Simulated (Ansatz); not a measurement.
sulfur difluoride (SMILES FSF) moved off its minimum; all values from Ansatz (a first-principles code), cores frozen in correlated methods.
(charge 0, multiplicity 1)
```xyz
3

F     -1.15487    -0.58718     0.03009
S      0.02229     0.59401     0.01562
F      1.22809    -0.51405    -0.02968
```

Forces at B3LYP/def2-TZVPP (eV/Å):

| atom | Fx | Fy | Fz |
|---|---|---|---|
| F1 | 0.699 | 1.413 | 0.001 |
| S2 | -0.364 | -2.416 | -0.022 |
| F3 | -0.335 | 1.002 | 0.022 |

**Question.** Give the forces (eV/Å), the total energy and the dipole at CCSD(T)/aug-cc-pV(T+d)Z.

**Answer.** 
| atom | Fx | Fy | Fz |
|---|---|---|---|
| F1 | 0.904 | 1.505 | -0.003 |
| S2 | -0.368 | -2.580 | -0.025 |
| F3 | -0.536 | 1.076 | 0.028 |
Energy -597.1772 hartree, dipole 1.58 D.
